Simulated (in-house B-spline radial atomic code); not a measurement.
**RPA and G0W0 on LDA exchange-only: Si4+**

Configuration [He] 2s2 2p6, mean-field start LDA exchange-only. Computed with an all-electron radial atomic-structure program (B-spline basis): all electrons, scalar-relativistic (spin-free one-electron X2C), finite nucleus, each spin shell either full or empty, empty states to l = 9 with an (l + 1/2)⁻⁴ tail; G0W0 by contour deformation at full frequency.

Command:
```bash
python run_gw.py task.json out
```
Settings (radii: box in bohr, nucleus in fm):
```
Z                        14
electrons                10
configuration            [He] 2s2 2p6
hamiltonian              x2c
method                   lda,
lmax                     9
rms_radius               3.1224
spin_polarised           False
box_radius               11.96
intervals                69
```

Time taken, with all properties: 1.5 s on 1 thread of Intel(R) Xeon(R) Platinum 8488C (Sapphire Rapids), on a shared host.

Energies (hartree):

| term | value |
| --- | --- |
| mean-field total | -284.12698 |
| Hartree-Fock functional on these orbitals | -285.76755 |
| direct second order | -0.68407 |
| second-order exchange | 0.24183 |
| SOSEX correction | 0.22459 |

What is the RPA correlation energy, and what remains with SOSEX?

RPA gives -0.61558 hartree (-1.68 eV per electron); RPA + SOSEX gives -0.39098, and the second-order doubles -0.44224 hartree (no singles). RPA lacks exchange-type terms and so overcorrelates at short range.

Quasi-particle levels (eV):

```
level  occupied  mean field  Σx - vxc     Σc  QP weight     G0W0
   2p       yes     -146.37    -22.99      ?          ?        ?
   2s       yes     -189.39    -31.60   5.72      0.938  -215.28
   3s        no      -48.70      4.19  -0.59      0.996   -45.10
```

G0W0 = mean field + (Σx - vxc) + Σc, with Σc (partial-wave tail included) taken at the quasi-particle energy. Levels of low weight are left out.

Where does G0W0 put 2p?

At -166.94 eV, with Σc = 2.42 eV and a quasi-particle weight of 0.963. The tabulated removal energy is 166.767 ± 0.003 eV (NIST, measured); the calculation leaves out spin-orbit coupling, Breit and QED terms, and what these don't explain is the method's own error.
